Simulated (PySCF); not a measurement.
Sb(H)2(TeH) (H3SbTe), SMILES [TeH][SbH2].

Geometry optimised at PBE0-D3(BJ)/def2-TZVP. The def2 effective core potentials stand for the cores of Sb, Te; spin–orbit coupling is left out.

The numbers are results of HF/def2-TZVPD in PySCF, not measurements.

The molecule is in vacuum.

| Item | Result |
|---|---|
| total energy | -508.01722 hartree |
| point group | Cs |
| highest occupied level | -8.68 eV |
| lowest empty level | 0.82 eV |
| orbital gap | 9.51 eV |
| dipole moment | 1.13 D |
| quadrupole, principal values (traceless, Buckingham form, about the centre of nuclear charge) | -2.82, -0.25, 3.07 D·Å |
| mean static polarisability | 90.9 bohr³ (13.47 Å³) |
| polarisability, principal values | 75.2, 75.4, 122.0 bohr³ |
